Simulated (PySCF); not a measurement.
# Yb⁶⁴⁺ (ytterbium, charge +64) across methods

[He] 2s2 2p2, high-spin 3P determinant. Computed with PySCF 2.14 in an even-tempered Gaussian basis (18 s from 42 bohr⁻², ratio 2.2; 13 p from 54 bohr⁻², ratio 2.2; 5 d from 200 bohr⁻², ratio 2.4; 5 f from 300 bohr⁻², ratio 2.4; 4 g from 450 bohr⁻², ratio 2.4), with scalar relativity by spin-free X2C-1e.

```
method  E (hartree)  mean ε 2s α (eV)  mean ε 2s β (eV)  mean ε 2p α (eV)  Σ⟨r²⟩ (bohr²)   ⟨S²⟩
 B3LYP     -7633.39          -16406.4          -16332.8          -15351.8        0.02801  2.000
r2SCAN     -7633.53          -16392.2          -16316.7          -15337.7        0.02800  2.000
M06-2X     -7634.54          -16451.1          -16370.7          -15400.0        0.02800  2.000
   PBE     -7633.55          -16371.6          -16309.7          -15318.5        0.02801  2.000
   LDA     -7624.99          -16358.9          -16295.9          -15309.4        0.02804  2.000
   UHF  -7632.85270          -16542.8          -16422.1          -15478.7        0.02800  2.000
```

Q: Estimate the same row for PBE0.

A: E (hartree) = -7633.42; mean ε 2s α (eV) = -16414.7; mean ε 2s β (eV) = -16338.3; mean ε 2p α (eV) = -15358.8; Σ⟨r²⟩ (bohr²) = 0.02801; ⟨S²⟩ = 2.000.

Spin-orbit coupling is strong in this species (close to jj coupling), so the high-spin LS determinant is a model state, not a physical level.
